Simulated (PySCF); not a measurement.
# State search for AuSe

Unrestricted PBE0; Au def2-TZVPP with ECP60, Se def2-TZVPP; scalar-relativistic core potentials (PySCF 2.14). Outer shells of the fragments: Au 5d10 6s1; Se 3d10 4s2 4p4.

Followed along the bond (rough minima from three points):

```tsv
2Ms+1	unpaired	⟨S²⟩ at the start	R at minimum (Å)	Te (eV)
2	π ↑	0.76	2.33	0.00
4	σ ↑, π ↑↑	3.76	2.40	1.37
```

Solutions found at the starting distance of 2.340 Å, counted from the lowest of them; the search is not exhaustive and high or unbound solutions are not listed, so other states can lie among these:

| 2Ms+1 | unpaired | term | E (eV) | ⟨S²⟩ | ⟨Lz²⟩ | μ (D) |
| --- | --- | --- | --- | --- | --- | --- |
| 2 | π ↑ | ²Π | 0.00 | 0.76 | 1.01 | -2.41 |
| 4 | σ ↑, π ↑↑ | ⁴Σ⁻ | 1.39 | 3.76 | 0.00 | 2.18 |
| 2 | σ ↓, π ↑↑ | mixed | 1.69 | 1.76 | 0.00 | 2.33 |
| 2 | σ ↑, π ↑↓ | mixed | 1.85 | 1.76 | 2.02 | 2.10 |
| 2 | σ ↑ | ²Σ⁺ | 2.01 | 0.76 | 0.00 | -4.56 |
| 4 | σ ↑↑, π ↑ | ⁴Π | 2.56 | 3.76 | 1.01 | -0.17 |
| 2 | σ ↑ | mixed | 2.78 | 0.78 | 2.01 | 1.63 |
| 2 | δ ↑ | ²Δ | 3.76 | 0.75 | 4.00 | -4.64 |
| 4 | σ ↑, π ↑, δ ↑ | mixed | 4.03 | 3.76 | 5.01 | -1.20 |
| 2 | σ ↑, π ↑, δ ↓ | mixed | 4.12 | 1.76 | 5.02 | -0.99 |
| 4 | σ ↑, π ↑↑ | mixed | 4.36 | 3.76 | 2.01 | -1.07 |
| 6 | σ ↑↑, π ↑↑↑ | ⁶Π | 7.52 | 8.76 | 1.09 | 5.21 |
| 6 | σ ↑, π ↑↑↑, δ ↑ | mixed | 8.70 | 8.76 | 5.01 | 4.33 |

A term symbol is given only where ⟨S²⟩ and ⟨Lz²⟩ are close to those of a pure state; real π, δ and φ orbitals otherwise mix terms. A positive dipole means Au(−)Se(+).

Spin–orbit coupling is left out. Counting both spins, an empty level lies below a filled one in some of these solutions, because spin and occupation are held. With d or f electrons several states lie close, and the lowest PBE0 determinant need not be the measured ground state.
